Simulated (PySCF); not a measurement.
**Cr²⁺: excitation energy**

Cr²⁺ [Ar] 3d4 (5D) → Cr²⁺ [Ar] 3d3 4p1 (high-spin determinant), as a difference of total energies. Computed with PySCF 2.14 in x2c-TZVPPall with one added diffuse shell each of s, p, d, f type (7s6p5d3f1g, 80 functions), with the spin-free X2C one-electron Hamiltonian (Gaussian nucleus). Correlated levels: valence: [Ar] frozen; valence and next inner shell: [Ne] frozen. The calculations carry no spin-orbit coupling.

```
                                method  excitation energy (cm⁻¹)
                                   UHF                     89001
                                   LDA                     95650
                                   PBE                     92868
                                  PBE0                     93513
                                r2SCAN                     92017
                                revPBE                     92571
                                 M06-L                     94884
                                  MN15                     97749
                                 B97-3                     93348
                         MP2 (valence)                     92496
                     SCS-MP2 (valence)                     90166
    MP2 (valence and next inner shell)                     95706
SCS-MP2 (valence and next inner shell)                     93266
```

A first-order spin-orbit estimate (lowest level to lowest level, LS coupling) adds -0.051 eV.

The determinant of the upper state mixes LS terms, which raises its energy above the lowest term, most at the Hartree-Fock and MP2 levels.
